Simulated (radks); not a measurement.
Values are calculated unless marked as measured or tabulated.
Polarisability of the calcium ion Ca6+, [Ne] 3s2 3p2, at imaginary frequency. Level of theory: non-relativistic Kohn-Sham, LDA (Slater exchange, Perdew-Wang correlation), spin-polarised, spherical densities, point nucleus; open shells are filled with parallel spins first (a radial shooting solver on a logarithmic mesh with Libxc functionals). Response by self-consistent Sternheimer equations with the Hartree and adiabatic LDA kernel.

w (hartree),alpha1(iw) (bohr^3)
0.00266,1.434
0.0143,1.434
0.0360,1.433
0.0697,1.429
0.118,1.419
0.186,1.397
0.280,1.354
0.413,1.274
0.605,1.138
0.892,0.9343
1.35,0.6739
2.12,0.4089
3.59,0.2034
6.94,0.08108
17.5,0.02249

Static values: alpha1 = 1.434 bohr^3 (0.2125 angstrom^3; uncoupled 2.407). C6 = 1.996, triple-dipole C9 = 2.050 atomic units. One-pole (London) frequency 4 C6 / (3 alpha1^2) = 1.294 hartree, against 4.316 for minus the highest occupied eigenvalue. The dipole shielding factor is 0.700, as the force sum rule N/Z = 0.700 demands.
